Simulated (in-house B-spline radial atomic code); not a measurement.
A radial electron density 4πr²n(r) was computed for an atom or ion in its tabulated ground configuration with an all-electron radial atomic-structure program (B-spline basis); method: non-relativistic M06-2X, spin-polarised, spherical fractional occupations, exact exchange averaged over the configuration. Columns: r (bohr), 4πr²n(r) (electrons per bohr), bar.

```
 0.00187    1.236 #
 0.00222    1.699 #
 0.00264    2.332 ##
 0.00313    3.164 ###
 0.00373    4.303 ####
 0.00443    5.772 #####
 0.00527    7.689 ######
 0.00626     10.1 ########
 0.00745    13.14 ###########
 0.00885    16.76 ##############
  0.0105    20.96 ##################
  0.0125    25.75 ######################
  0.0149    30.84 ##########################
  0.0177    35.69 ##############################
   0.021    39.86 #################################
   0.025    42.84 ####################################
  0.0297    44.03 #####################################
  0.0353    43.31 ####################################
   0.042    41.04 ##################################
    0.05    38.28 ################################
  0.0594    36.62 ###############################
  0.0706    37.48 ###############################
   0.084    41.37 ###################################
  0.0998    47.01 #######################################
   0.119     51.8 ###########################################
   0.141    52.49 ############################################
   0.168    47.84 ########################################
   0.199    40.01 ##################################
   0.237    32.74 ###########################
   0.282    30.21 #########################
   0.335    32.53 ###########################
   0.398    35.99 ##############################
   0.474    35.93 ##############################
   0.563    30.39 #########################
    0.67     21.4 ##################
   0.796    12.43 ##########
   0.946    5.797 #####
    1.13     2.09 ##
    1.34   0.6063 #
    1.59   0.1312 
    1.89  0.02031
```

**Question.** Which atom or ion is it?
A. Kr8+
B. Kr9+
C. Rb8+
D. Kr7+

**Answer.** A. The area under the curve, ∫4πr²n dr = ∫r·4πr²n d(ln r) on this logarithmic grid, is 28 electrons, which only this option has. The configuration is [Ar] 3d10.
